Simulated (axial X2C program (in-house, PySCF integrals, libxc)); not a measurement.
## LiCs⁺: cheaper levels and CCSD(T), 2c

Calculated with an in-house relativistic program for diatomic molecules. Two-component (2c) means X2C with spin–orbit coupling and atomic mean-field two-electron Coulomb and Gaunt terms. Basis: Cs dyall-cv3z [15s15p9d4f1g], Li dyall-cv3z [7s8p2d] (cores contracted in-house); Gaussian nuclei, density fitting, unrestricted open shells. Masses: Cs 132.905 u, Li 7.016 u.

State: Ω = 1/2 (⟨Sz⟩ = 0.50, ⟨Lz⟩ = 0.00 at HF); fragments Cs+ + Li.

```csv
level,Re (Å),ωe (cm⁻¹),De (eV)
PBE0,4.245,120.5,0.401
HF,4.502,111.3,0.318
MP2,4.320,123.3,0.399
CCSD,4.313,123.5,0.395
LDA,4.137,124.8,0.495
```

Correlated methods: 9 electrons correlated (number of frozen shells: Cs 4 s, 3 p, 2 d; Li 1 s), 271 virtual spin orbitals or spinors in MP2, 77 natural virtuals in coupled cluster.

CCSD(T), same Hamiltonian and basis:

Re = 4.302 Å, ωe = 124.3 cm⁻¹, De = 0.40 eV; T1 = 0.005 (Lee–Taylor normalisation).

(1) Give the differences from CCSD(T) in the columns below.

Occupations by symmetry block were frozen at the best pattern of an incomplete PBE0 search. Dissociation energies refer to the lowest single-determinant-based atoms at the same level and basis. Density functionals use the spin component along the axis (collinear). CCSD and (T) use frozen natural virtuals with an MP2 correction for the truncation; (T) itself is uncorrected, so its De runs slightly low.

Results:

(1) 

```json
{"level": "PBE0", "ΔRe (Å)": "-0.057", "Δωe (cm⁻¹)": "-3.8", "ΔDe (eV)": "0.00"}
{"level": "HF", "ΔRe (Å)": "0.200", "Δωe (cm⁻¹)": "-13.0", "ΔDe (eV)": "-0.08"}
{"level": "MP2", "ΔRe (Å)": "0.018", "Δωe (cm⁻¹)": "-1.0", "ΔDe (eV)": "0.00"}
{"level": "CCSD", "ΔRe (Å)": "0.011", "Δωe (cm⁻¹)": "-0.8", "ΔDe (eV)": "-0.01"}
{"level": "LDA", "ΔRe (Å)": "-0.165", "Δωe (cm⁻¹)": "0.5", "ΔDe (eV)": "0.10"}
```
